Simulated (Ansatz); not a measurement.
Ansatz (a quantum-chemistry and plane-wave program) input (CCSD(T,full)/cc-pwCVTZ):
A basis named .json is the Basis Set Exchange file of that set.

Ansatz 0.2 input:
```yaml
crystal:
  periodic: [false, false, false]
  atoms:
    - {symbol: F, position_ang: [0.89191278, 0.56167358, -0.93837872]}
    - {symbol: B, position_ang: [-0.00000000, 0.00000000, -0.00000000]}
    - {symbol: F, position_ang: [-0.86472206, -0.90277354, -0.65482512]}
    - {symbol: F, position_ang: [0.73197981, -0.68581884, 0.99267231]}
    - {symbol: F, position_ang: [-0.75917054, 1.02691880, 0.60053153]}
basis:
  gaussian:
    orbitals: cc-pwCVTZ.json
total_charge: -1
magnetization: {spin_polarized: false}
correlation: {method: ccsd_t, frozen_orbitals: {B: 0, F: 0}}
```

End of the output:

```
mean field evaluation 16: about -11507.2139 eV, gradient 1.3e1 eV
mean field -11507.79585233 eV, -422.9036973091 hartree, gradient 2.0e-6 eV, S^2 0.000000; 0 other end points of the search recorded, 0 dependent functions left out
reference -11507.79585233 eV, -422.9036973091 hartree; 21, 21 occupied and 194, 194 virtual orbitals, 1311 factors
second order -38.33915507 eV of doubles, -0.00000000 eV of singles
coupled cluster: 1.94 GiB planned
cycle   1  -37.75715561 eV  change    5.8e-1 eV  update   9.2e-2
cycle   2  -38.32526356 eV  change   -5.7e-1 eV  update   2.4e-2
cycle   3  -38.43699610 eV  change   -1.1e-1 eV  update   1.1e-2
cycle   4  -38.41172070 eV  change    2.5e-2 eV  update   1.8e-3
cycle   5  -38.41095542 eV  change    7.7e-4 eV  update   7.4e-4
cycle   6  -38.41158744 eV  change   -6.3e-4 eV  update   1.7e-4
cycle   7  -38.41145111 eV  change    1.4e-4 eV  update   5.7e-5
cycle   8  -38.41141446 eV  change    3.7e-5 eV  update   1.1e-5
perturbative correction -0.96153442 eV, -0.0353357382 hartree
Total energy: -11547.16880121 eV, -424.3506264923 hartree
```

It need not be the lowest isomer of its formula.
